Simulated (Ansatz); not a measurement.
Consider the redistribution: `[Cl][GeH2][SeH]` + `[OH][Ga]([OH])[Cl]` → `[OH][Ga]([OH])[SeH]` + `[Cl][GeH2][Cl]`.

Calculated with Ansatz (gas phase, PBE0-D4/def2-TZVP geometries, no zero-point term in ΔE). CCSD(T)/CBS adds triple-zeta CCSD(T) − MP2 to the extrapolated MP2 energy (def2 sets, frozen cores). For Ga, Ge, Se outer-core shells are correlated without core-valence functions, which leaves a few kJ/mol of doubt a bond. Scalar relativity is left out up to krypton. Each species was taken in one conformer, which may not be the lowest.

| species | CCSD(T)/CBS(def2) energy (Eh) |
| --- | --- |
| `[Cl][GeH2][SeH]` | -4938.45588 |
| `[OH][Ga]([OH])[Cl]` | -2535.39139 |
| `[OH][Ga]([OH])[SeH]` | -4476.90420 |
| `[Cl][GeH2][Cl]` | -2996.94498 |

**Question.** Work out ΔE.

**Answer.** ΔE = (-4476.90420) + (-2996.94498) − (-4938.45588) − (-2535.39139) = -0.00191 Eh = -0.05 eV.

Largest T1 diagnostic among the species: 0.013.

Leaving LDA and LC-ωPBE aside and taking each functional with its dispersion term where it has one, the values, not all of them listed here, spread over 0.03 eV, from BLYP-D4 to PBE-QIDH. At CCSD(T), def2-SVP lies +0.05 eV from the extrapolated value and def2-TZVPP +0.01 eV.
